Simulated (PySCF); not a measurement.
A structure optimised at B3LYP-D3(BJ)/def2-SVP, used in a PySCF frequency run:

```xyz
8

C      0.4148    -2.2182     0.0000
C     -0.1884    -1.1646     0.0000
C     -0.9238     0.0515     0.0000
C     -0.3751     1.2751     0.0000
F      0.9388     1.4752     0.0000
H      0.9556    -3.1454     0.0000
H     -2.0172     0.0008     0.0000
H     -0.9518     2.2042     0.0000
```

Q: Write its SMILES, formula and point group.

A: C#C/C=C\F, C₄H₃F, Cs

Q: What are its rotational constants (standard atomic weights)?

A: 13.793, 3.3373, 2.6871 GHz
